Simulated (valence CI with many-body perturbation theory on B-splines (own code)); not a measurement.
**E1 transitions of Lu⁶⁶⁺**

Computed by relativistic CI+MBPT: three valence electrons over a frozen Dirac-Fock core [He], a basis of 11 s, 11 p, 10 d, 8 f, 5 g, 2 h functions for each j, with the one-electron correlation potential Σ1, the two-electron term Σ2, the three-electron term Σ3, Breit, model QED; selected CI, second order for the rest, scaled by the run's own slope (own B-spline code, finite nucleus).

No measured spectrum was set against this ion. As an estimate, large intervals hold to a few tenths of a per cent, small ones and those within an open d or f shell to about a per cent.

Lines 51 to 100 of 577 in falling wavelength, among levels below 1027.6 Ry, chosen from the strongest by gf and those to the six lowest levels. Wavelengths and rates use the calculated energies. Electric multipoles are in the length gauge with retardation, E1 and E2 with the static RPA response of the core. Weak lines are less certain than strong ones. Lines between different terms over intervals too small for the method are left out, as are lines whose strength nearly cancels. The highest levels of a list are the least certain.

Levels are named by their leading jj configuration (3d3/2^4 stands for four electrons in 3d with j = 3/2), which in mixed levels can hold well under half, so a name can repeat and another be missing. Letters in brackets count levels of one name in rising energy.

| λ vac (nm) | Upper | Lower | A (s⁻¹) | S (a.u.) with core polarisation | S without |
| --- | --- | --- | --- | --- | --- |
| 6.922 | (2p1/2^2 4p3/2) J=3/2 | (2p1/2^2 4s) J=1/2 | 2.31e+11 | 1.51e-01 | 1.51e-01 |
| 6.885 | (2s 2p1/2 4p3/2) J=5/2 | (2s 2p1/2 4s) J=3/2 | 2.14e+11 | 2.07e-01 | 2.07e-01 |
| 6.848 | (2s 2p1/2 4p3/2) J=3/2 [b] | (2s 2p1/2 4s) J=3/2 | 6.87e+10 | 4.36e-02 | 4.36e-02 |
| 6.818 | (2s 2p1/2 4p3/2) J=3/2 [a] | (2s 2p1/2 4s) J=1/2 [a] | 2.30e+11 | 1.44e-01 | 1.44e-01 |
| 6.525 | (2p1/2 2p3/2 3p3/2) J=7/2 | (2s 2p3/2 3p3/2) J=5/2 [b] | 2.29e+10 | 2.52e-02 | 2.52e-02 |
| 6.488 | (2p3/2^2 3d5/2) J=5/2 [a] | (2p3/2^2 3p3/2) J=5/2 | 2.44e+10 | 1.98e-02 | 1.98e-02 |
| 6.287 | (2s 2p1/2 4s) J=3/2 | (2s^2 4s) J=1/2 | 7.93e+10 | 3.89e-02 | 3.89e-02 |
| 6.220 | (2s 2p1/2 4p3/2) J=3/2 [b] | (2s^2 4p3/2) J=3/2 | 4.67e+10 | 2.22e-02 | 2.22e-02 |
| 5.709 | (2s 2p1/2 2p3/2) J=5/2 | (2s^2 2p3/2) J=3/2 | 7.88e+09 | 4.34e-03 | 4.35e-03 |
| 4.909 | (2s 2p1/2^2) J=1/2 | (2s^2 2p1/2) J=1/2 | 2.21e+10 | 2.59e-03 | 2.59e-03 |
| 4.681 | (2p1/2^2 2p3/2) J=3/2 | (2s 2p1/2 2p3/2) J=1/2 | 1.32e+10 | 2.67e-03 | 2.68e-03 |
| 4.338 | (2s 2p1/2 2p3/2) J=1/2 | (2s^2 2p3/2) J=3/2 | 1.69e+10 | 1.36e-03 | 1.36e-03 |
| 4.308 | (2s 2p1/2 2p3/2) J=3/2 [b] | (2s^2 2p3/2) J=3/2 | 1.22e+10 | 1.92e-03 | 1.93e-03 |
| 3.718 | (2p1/2^2 2p3/2) J=3/2 | (2s 2p1/2 2p3/2) J=5/2 | 7.18e+10 | 7.28e-03 | 7.29e-03 |
| 3.322 | (2p1/2^2 2p3/2) J=3/2 | (2s 2p1/2 2p3/2) J=3/2 [a] | 1.99e+10 | 1.44e-03 | 1.44e-03 |
| 3.201 | (2p1/2 2p3/2 3d3/2) J=5/2 [b] | (2p1/2 2p3/2 3p1/2) J=3/2 [b] | 2.59e+11 | 2.52e-02 | 2.52e-02 |
| 3.166 | (2s 2p1/2 3d3/2) J=3/2 [b] | (2s 2p1/2 3p1/2) J=1/2 [b] | 2.55e+11 | 1.60e-02 | 1.60e-02 |
| 3.155 | (2p1/2 2p3/2 3d3/2) J=3/2 [b] | (2p1/2 2p3/2 3p1/2) J=3/2 [b] | 3.00e+11 | 1.86e-02 | 1.86e-02 |
| 3.132 | (2s 2p1/2 3d3/2) J=1/2 | (2s 2p1/2 3p1/2) J=1/2 [b] | 4.11e+11 | 1.25e-02 | 1.25e-02 |
| 3.090 | (2s 2p3/2 3d3/2) J=3/2 [b] | (2s 2p3/2 3p1/2) J=3/2 [b] | 1.58e+11 | 9.20e-03 | 9.20e-03 |
| 3.079 | (2s 2p3/2 3d3/2) J=3/2 [b] | (2s 2p3/2 3p1/2) J=1/2 | 2.13e+11 | 1.23e-02 | 1.23e-02 |
| 3.079 | (2p1/2 2p3/2 3d3/2) J=1/2 [b] | (2p1/2 2p3/2 3p1/2) J=3/2 [b] | 3.96e+11 | 1.14e-02 | 1.14e-02 |
| 3.063 | (2s 2p3/2 3d3/2) J=5/2 [a] | (2s 2p3/2 3p1/2) J=5/2 | 2.75e+11 | 2.34e-02 | 2.34e-02 |
| 3.049 | (2s 2p3/2 3d3/2) J=5/2 [a] | (2s 2p3/2 3p1/2) J=3/2 [a] | 2.36e+11 | 1.98e-02 | 1.98e-02 |
| 3.040 | (2p3/2^2 3p3/2) J=5/2 | (2p3/2^2 3s) J=3/2 | 3.66e+11 | 3.04e-02 | 3.04e-02 |
| 3.032 | (2p3/2^2 3d3/2) J=5/2 | (2p3/2^2 3p1/2) J=5/2 | 2.75e+11 | 2.27e-02 | 2.27e-02 |
| 3.032 | (2p3/2^2 3d3/2) J=3/2 [a] | (2p3/2^2 3p1/2) J=3/2 | 4.11e+11 | 2.26e-02 | 2.26e-02 |
| 3.030 | (2p3/2^2 3p3/2) J=1/2 | (2p3/2^2 3s) J=3/2 | 7.60e+11 | 2.09e-02 | 2.09e-02 |
| 3.029 | (2p3/2^2 3d3/2) J=7/2 | (2p3/2^2 3p1/2) J=5/2 | 5.28e+11 | 5.79e-02 | 5.79e-02 |
| 3.025 | (2p1/2 2p3/2 3p3/2) J=3/2 [a] | (2p1/2 2p3/2 3s) J=3/2 [b] | 2.60e+11 | 1.42e-02 | 1.42e-02 |
| 3.023 | (2p3/2^2 3d3/2) J=3/2 [b] | (2p3/2^2 3p1/2) J=1/2 | 4.98e+11 | 2.72e-02 | 2.72e-02 |
| 3.018 | (2p3/2^2 3d3/2) J=5/2 | (2p3/2^2 3p1/2) J=3/2 | 2.46e+11 | 2.00e-02 | 2.00e-02 |
| 3.016 | (2s 2p3/2 3d3/2) J=5/2 [b] | (2s 2p3/2 3p1/2) J=3/2 [b] | 5.16e+11 | 4.19e-02 | 4.19e-02 |
| 3.013 | (2p1/2 2p3/2 3d3/2) J=3/2 [a] | (2p1/2 2p3/2 3p1/2) J=3/2 [a] | 1.97e+11 | 1.06e-02 | 1.06e-02 |
| 3.006 | (2s 2p3/2 3d3/2) J=3/2 [a] | (2s 2p3/2 3p1/2) J=3/2 [a] | 4.30e+11 | 2.31e-02 | 2.31e-02 |
| 3.005 | (2p1/2 2p3/2 3d3/2) J=5/2 [a] | (2p1/2 2p3/2 3p1/2) J=3/2 [a] | 4.13e+11 | 3.32e-02 | 3.32e-02 |
| 3.005 | (2s 2p3/2 3d3/2) J=7/2 | (2s 2p3/2 3p1/2) J=5/2 | 5.00e+11 | 5.35e-02 | 5.35e-02 |
| 2.995 | (2s 2p1/2 3d3/2) J=3/2 [a] | (2s 2p1/2 3p1/2) J=1/2 [a] | 4.99e+11 | 2.65e-02 | 2.65e-02 |
| 2.992 | (2s^2 3d3/2) J=3/2 | (2s^2 3p1/2) J=1/2 | 5.14e+11 | 2.72e-02 | 2.72e-02 |
| 2.988 | (2p1/2^2 3d3/2) J=3/2 | (2p1/2^2 3p1/2) J=1/2 | 5.05e+11 | 2.66e-02 | 2.66e-02 |
| 2.988 | (2s 2p3/2 3p3/2) J=3/2 [a] | (2s 2p3/2 3s) J=3/2 [a] | 6.36e+11 | 3.35e-02 | 3.35e-02 |
| 2.987 | (2p3/2^2 3d3/2) J=1/2 | (2p3/2^2 3p1/2) J=3/2 | 5.42e+11 | 1.43e-02 | 1.43e-02 |
| 2.984 | (2p1/2 2p3/2 3d3/2) J=7/2 | (2p1/2 2p3/2 3p1/2) J=5/2 | 5.13e+11 | 5.38e-02 | 5.38e-02 |
| 2.977 | (2s 2p1/2 3d3/2) J=5/2 | (2s 2p1/2 3p1/2) J=3/2 | 5.06e+11 | 3.95e-02 | 3.95e-02 |
| 2.973 | (2s 2p3/2 3d3/2) J=1/2 [a] | (2s 2p3/2 3p1/2) J=3/2 [a] | 5.80e+11 | 1.51e-02 | 1.51e-02 |
| 2.970 | (2p1/2 2p3/2 3d3/2) J=3/2 [a] | (2p1/2 2p3/2 3p1/2) J=1/2 | 2.95e+11 | 1.53e-02 | 1.53e-02 |
| 2.966 | (2s 2p3/2 3d5/2) J=5/2 [b] | (2p1/2 2p3/2 3s) J=3/2 [a] | 3.23e+11 | 2.49e-02 | 2.49e-02 |
| 2.961 | (2p3/2^2 3p3/2) J=7/2 | (2p3/2^2 3s) J=5/2 | 8.46e+11 | 8.66e-02 | 8.67e-02 |
| 2.960 | (2s 2p1/2 3p3/2) J=3/2 [b] | (2s 2p1/2 3s) J=1/2 [b] | 4.41e+11 | 2.26e-02 | 2.26e-02 |
| 2.959 | (2p3/2^2 3p3/2) J=5/2 | (2p3/2^2 3s) J=5/2 | 4.35e+11 | 3.34e-02 | 3.34e-02 |
